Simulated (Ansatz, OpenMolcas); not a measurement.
How methods differ on CH3BClFO (SMILES OC(F)BCl)

CH3BClFO: 8 atoms, total charge 0, spin state singlet. SMILES: `OC(F)BCl`. The shape is that of a PBE0-D4/def2-TZVP optimisation. This is one conformer, not always the lowest.

Quantity: the HOMO–LUMO gap, in eV. The values are calculated.

```json
{"level": "HF/def2-SVP", "kind": "Hartree–Fock", "program": "Ansatz", "value (eV)": "14.30", "CPU time": "2.3 s"}
{"level": "PBE/def2-SVP", "kind": "GGA", "program": "Ansatz", "value (eV)": "4.27", "CPU time": "5.2 s"}
{"level": "r2SCAN/def2-SVP", "kind": "meta-GGA", "program": "OpenMolcas", "value (eV)": "4.98", "CPU time": "50 s"}
{"level": "BHLYP/def2-SVP", "kind": "global hybrid", "program": "Ansatz", "value (eV)": "9.38", "CPU time": "7.6 s"}
{"level": "M06-2X/def2-SVP", "kind": "hybrid meta-GGA", "program": "OpenMolcas", "value (eV)": "9.21", "CPU time": "41 s"}
{"level": "r2SCAN0/def2-SVP", "kind": "hybrid meta-GGA", "program": "Ansatz", "value (eV)": "7.27", "CPU time": "13 s"}
{"level": "wB97M-V/def2-SVP", "kind": "range-separated hybrid", "program": "Ansatz", "value (eV)": "11.25", "CPU time": "66 s"}
{"level": "B2PLYP/def2-SVP", "kind": "double hybrid", "program": "OpenMolcas", "value (eV)": "9.68", "CPU time": "26 s"}
```

The values span 4.27 to 14.30 eV. Orbital gaps aren't excitation energies, and those of double hybrids come from the SCF part alone; they tend to grow with the share of exact exchange. Times are those of the runs behind each value, whatever else they computed, on shared processors of several kinds: orders of magnitude only.
